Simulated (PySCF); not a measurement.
C₆H₆BrN.
Numbering: `[NH2:1][c:2]1[cH:3][cH:4][cH:5][c:6]([Br:7])[cH:8]1` (hydrogens: H9, H10 on N1; H11 on C3; H12 on C4; H13 on C5; H14 on C8)

Computed with PySCF at PBE0/def2-SVPD, non-relativistic, on one gas-phase PBE0-D3(BJ)/def2-SVP geometry that isn't relaxed in the solvent. The solvent is an IEF-PCM continuum (Bondi radii, 1.10 Å for H, scaled by 1.2), and excitations are vertical TDDFT with non-equilibrium linear response and a frozen core. Specific hydrogen bonds and non-electrostatic terms are outside this model. Spin–orbit coupling is left out although an atom past zinc is present.

```tsv
run	E − E(gas) (kcal/mol)	HOMO (eV)	HOMO–LUMO gap (eV)	dipole (D)	lowest singlet (eV)	static polarisability (au)
gas	0.00	-6.23	5.72	3.15	4.70	102.3
P	-4.84	-6.17	5.66	3.94	4.62	132.2
Q	-2.98	-6.18	5.69	3.63	4.64	119.9
```

**Question.** The runs were made in benzene and chloroform. Which run belongs to which solvent?

**Answer.** P = chloroform, Q = benzene. The dielectric constants are 2.271 (benzene), 4.711 (chloroform), and the energy falls further as ε rises. The optical constants n² used for the excitations are 2.25, 2.09 in the same order. In this model the ground state sees the solvent through ε alone.

**Question.** How constant is the ratio of the lowering to (ε − 1)/(2ε + 1)?

**Answer.** 
| solvent | (ε − 1)/(2ε + 1) | E − E(gas) (kcal/mol) | ratio (kcal/mol) | polarisation term (kcal/mol) |
| --- | --- | --- | --- | --- |
| benzene | 0.229 | -2.98 | -13.0 | -3.20 |
| chloroform | 0.356 | -4.84 | -13.6 | -5.43 |

The ratio changes by +4.6 % in size from benzene to chloroform. The polarisation term is half the interaction of the solute with the induced surface charges.

Conformer computed: `[NH2:1][c:2]1[cH:3][cH:4][cH:5][c:6]([Br:7])[cH:8]1`: H–N1–C2–C3 -21°, H–N1–C2–C3 -162°.
